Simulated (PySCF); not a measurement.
Gas-phase reaction: GeHCl + 2 HCl → GeH3Cl + Cl2

Method: PySCF energies plus ideal-gas RRHO corrections (1 bar). † marks an energy on the PBE0/def2-TZVP geometry and frequencies; other levels use their own. MP2 freezes the core. 6-31G* has spherical d functions here. All species are closed-shell singlets. B3LYP is the form with VWN-RPA correlation. Ge: all electrons, no relativistic terms. GeHCl: computed as isolated molecules; such fragments, hydroxides, amides, oligomers or adducts are transient or little studied in the gas. MP2 isn't extrapolated to the basis-set limit; its ΔH°(298 K) is 78.2 kJ in def2-SVP and 63.4 kJ in def2-TZVPP. The harmonic model lacks anharmonicity and excited electronic states, which grow with temperature; levels with a mode under 35 cm⁻¹ are left out.

```tsv
level	ΔE electronic, kJ	ΔH°(298 K), kJ	ΔS°(298 K), J/K	ΔG°(1000 K), kJ
B3LYP/6-31G*	70	77	-151	228
MP2/def2-TZVPP†	57	63	-151	216
PBE/def2-TZVP†	57	63	-151	215
r2SCAN/def2-TZVP†	48	55	-151	207
LDA/def2-TZVP†	26	32	-151	184
ωB97X-V/def2-TZVP†	46	52	-151	204
```
ΔH° is lowest at LDA/def2-TZVP† and highest at B3LYP/6-31G*. No reference value is set beside these.
